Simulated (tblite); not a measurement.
A geometry optimisation, step by step.

C5H7AlS.
Bonds: C1–C2, C2–C3 (aromatic), C3–S4 (aromatic), S4–C5 (aromatic), C5–Al6, C5–C7 (aromatic), C2–C7 (aromatic). Hydrogens: H8, H9, H10 on C1; H11 on C3; H12, H13 on Al6; H14 on C7.

Computed with GFN2-xTB (tblite), gas phase: L-BFGS steps from a force-field or distance-geometry start until the largest atomic force falls under 0.01 eV/Å. 8 of its 80 geometries are shown.

Step 0: E = -504.7836 eV, largest atomic force 3.050 eV/Å
```
atom  x, y, z in Å  |  force x, y, z in eV/Å
C1     -2.224    0.842   -0.008   -0.853   0.492  -0.060
C2     -0.999    0.026   -0.177   -0.103  -0.556   0.078
C3     -1.002   -1.302   -0.599   -1.081   1.780   0.317
S4      0.567   -1.866   -0.581    0.712  -2.850  -0.820
C5      1.280   -0.467    0.009    0.192   1.428   0.445
Al6     3.193   -0.231    0.359    0.504   0.079   0.146
C7      0.285    0.487    0.178   -0.144  -0.154  -0.082
H8     -2.632    0.712    1.021    0.179   0.118  -0.700
H9     -2.995    0.533   -0.747    0.395   0.222   0.576
H10    -2.007    1.919   -0.161   -0.140  -0.620   0.129
H11    -1.889   -1.862   -0.903    0.760   0.182   0.135
H12     3.735    1.164    0.916   -0.166  -0.447  -0.191
H13     4.206   -1.435    0.112   -0.237   0.361   0.071
H14     0.479    1.479    0.557   -0.017  -0.035  -0.044
```

Step 11: E = -505.0234 eV, largest atomic force 0.060 eV/Å
```
atom  x, y, z in Å  |  force x, y, z in eV/Å
C1     -2.248    0.857   -0.006   -0.006  -0.006  -0.008
C2     -1.013    0.028   -0.154   -0.016  -0.014   0.032
C3     -0.995   -1.264   -0.590   -0.003  -0.003  -0.008
S4      0.582   -1.943   -0.602   -0.047   0.037   0.001
C5      1.284   -0.454    0.004   -0.011  -0.019  -0.009
Al6     3.199   -0.234    0.363    0.040   0.004   0.004
C7      0.284    0.476    0.181   -0.007  -0.010  -0.005
H8     -2.659    0.739    0.997    0.002   0.013   0.015
H9     -3.007    0.549   -0.720   -0.020  -0.016  -0.018
H10    -2.023    1.909   -0.159    0.013   0.012  -0.005
H11    -1.828   -1.860   -0.907    0.028   0.009  -0.002
H12     3.731    1.114    0.897    0.003   0.008   0.003
H13     4.202   -1.389    0.126    0.027  -0.008   0.001
H14     0.490    1.471    0.548   -0.003  -0.008  -0.001
```

Step 23: E = -505.0243 eV, largest atomic force 0.019 eV/Å
```
atom  x, y, z in Å  |  force x, y, z in eV/Å
C1     -2.250    0.857   -0.005   -0.011   0.006  -0.001
C2     -1.017    0.025   -0.146   -0.001   0.016  -0.004
C3     -0.999   -1.264   -0.591   -0.006   0.016   0.003
S4      0.576   -1.941   -0.609    0.009  -0.013  -0.004
C5      1.284   -0.458    0.002    0.002   0.002   0.003
Al6     3.205   -0.236    0.361   -0.019  -0.003  -0.003
C7      0.283    0.471    0.186    0.003  -0.002   0.006
H8     -2.662    0.755    1.000    0.017   0.005   0.002
H9     -3.010    0.543   -0.716    0.000  -0.007   0.000
H10    -2.022    1.908   -0.171    0.005  -0.010  -0.005
H11    -1.831   -1.857   -0.913   -0.002  -0.012  -0.004
H12     3.732    1.114    0.896   -0.004   0.006   0.000
H13     4.222   -1.383    0.129   -0.003   0.004  -0.001
H14     0.487    1.466    0.553    0.009  -0.008   0.008
```

Step 34: E = -505.0263 eV, largest atomic force 0.056 eV/Å
```
atom  x, y, z in Å  |  force x, y, z in eV/Å
C1     -2.239    0.866   -0.010   -0.039   0.009   0.021
C2     -1.014    0.021   -0.141   -0.012   0.022  -0.016
C3     -1.008   -1.258   -0.612    0.007   0.016   0.023
S4      0.559   -1.952   -0.639    0.050  -0.025   0.005
C5      1.279   -0.493    0.011    0.012   0.007   0.019
Al6     3.198   -0.231    0.362   -0.020  -0.014  -0.004
C7      0.288    0.443    0.215   -0.006  -0.011  -0.010
H8     -2.612    0.832    1.015    0.017   0.032   0.014
H9     -3.028    0.503   -0.665    0.023   0.005  -0.002
H10    -2.020    1.903   -0.259    0.007  -0.050   0.014
H11    -1.845   -1.845   -0.938   -0.012   0.017  -0.033
H12     3.689    1.137    0.887   -0.011   0.010   0.002
H13     4.249   -1.346    0.130   -0.004   0.001   0.000
H14     0.504    1.421    0.621   -0.011  -0.018  -0.034
```

Step 45: E = -505.0301 eV, largest atomic force 0.038 eV/Å
```
atom  x, y, z in Å  |  force x, y, z in eV/Å
C1     -2.218    0.874   -0.003   -0.001   0.018   0.009
C2     -1.010    0.005   -0.130   -0.010   0.011  -0.035
C3     -1.017   -1.255   -0.649    0.001  -0.005   0.003
S4      0.538   -1.980   -0.669   -0.009   0.020   0.004
C5      1.270   -0.556    0.041   -0.005  -0.004  -0.001
Al6     3.177   -0.223    0.373    0.015  -0.003  -0.002
C7      0.294    0.392    0.257   -0.018  -0.013  -0.006
H8     -2.504    0.983    1.043    0.013  -0.017  -0.004
H9     -3.054    0.444   -0.550    0.005   0.018   0.023
H10    -2.010    1.868   -0.398   -0.009  -0.008  -0.007
H11    -1.858   -1.804   -1.028    0.015   0.000   0.011
H12     3.589    1.182    0.871    0.001  -0.007   0.006
H13     4.278   -1.285    0.129    0.011   0.010   0.012
H14     0.523    1.355    0.692   -0.009  -0.020  -0.015
```

Step 56: E = -505.0314 eV, largest atomic force 0.017 eV/Å
```
atom  x, y, z in Å  |  force x, y, z in eV/Å
C1     -2.208    0.882    0.000    0.012  -0.007  -0.005
C2     -1.010    0.000   -0.142    0.004  -0.003   0.005
C3     -1.023   -1.255   -0.671   -0.003   0.003   0.001
S4      0.527   -1.993   -0.683   -0.009   0.006  -0.007
C5      1.265   -0.585    0.050    0.001   0.008  -0.015
Al6     3.169   -0.223    0.380   -0.008   0.011   0.006
C7      0.294    0.370    0.263    0.002   0.000  -0.006
H8     -2.436    1.042    1.054   -0.002   0.000   0.001
H9     -3.074    0.434   -0.481    0.004  -0.004   0.010
H10    -2.016    1.853   -0.454   -0.001   0.003   0.000
H11    -1.863   -1.796   -1.063   -0.001  -0.001   0.007
H12     3.546    1.193    0.872   -0.003  -0.002   0.008
H13     4.304   -1.249    0.142    0.001  -0.006   0.006
H14     0.524    1.327    0.711    0.005  -0.008  -0.011
```

Step 68: E = -505.0342 eV, largest atomic force 0.046 eV/Å
```
atom  x, y, z in Å  |  force x, y, z in eV/Å
C1     -2.196    0.882    0.022    0.003  -0.004  -0.007
C2     -1.007   -0.005   -0.159    0.000   0.006   0.010
C3     -1.037   -1.262   -0.684    0.007   0.016  -0.001
S4      0.512   -1.999   -0.740    0.015  -0.004   0.003
C5      1.273   -0.590   -0.033   -0.008   0.011  -0.010
Al6     3.156   -0.216    0.395   -0.031   0.020   0.009
C7      0.308    0.366    0.205   -0.008   0.002   0.006
H8     -2.360    1.080    1.082    0.003  -0.002  -0.015
H9     -3.089    0.421   -0.390    0.003  -0.007   0.002
H10    -2.030    1.837   -0.476   -0.009  -0.001   0.005
H11    -1.887   -1.805   -1.050   -0.002   0.010   0.011
H12     3.493    1.192    0.944   -0.022  -0.006  -0.005
H13     4.311   -1.227    0.220    0.034  -0.030  -0.008
H14     0.551    1.325    0.640    0.014  -0.010  -0.001
```

Step 79: E = -505.0353 eV, largest atomic force 0.009 eV/Å
```
atom  x, y, z in Å  |  force x, y, z in eV/Å
C1     -2.186    0.884    0.030   -0.001   0.006   0.001
C2     -1.001   -0.005   -0.162   -0.002  -0.002   0.002
C3     -1.042   -1.257   -0.696    0.002  -0.001  -0.003
S4      0.502   -2.003   -0.772   -0.001  -0.003   0.001
C5      1.276   -0.605   -0.062   -0.004  -0.006   0.002
Al6     3.146   -0.218    0.403    0.000   0.001  -0.008
C7      0.320    0.354    0.195   -0.002  -0.003   0.003
H8     -2.307    1.129    1.085    0.002   0.001  -0.005
H9     -3.093    0.400   -0.323    0.009  -0.002  -0.001
H10    -2.049    1.816   -0.518   -0.006   0.000   0.003
H11    -1.899   -1.792   -1.055    0.000   0.003   0.001
H12     3.425    1.195    0.966    0.004   0.002   0.005
H13     4.330   -1.205    0.250   -0.002   0.004   0.001
H14     0.577    1.307    0.637    0.002   0.001  -0.003
```

Problem. Summarise the path.

Solution. The energy falls by 0.2517 eV from step 0 to step 79; nine tenths of that is first reached at step 4. It falls at every step. The largest force goes from 3.050 to 0.009 eV/Å. Among the bonds S4–C5 changes most, from 1.678 to 1.748 Å; the atoms move by 0.269 Å rms after alignment.

What follows is the cost of the whole relaxation. Time: 0.84 s wall. Hardware: Arm Neoverse N1, one thread, no GPU, shared host with 64 logical CPUs at a one-minute load of 57.
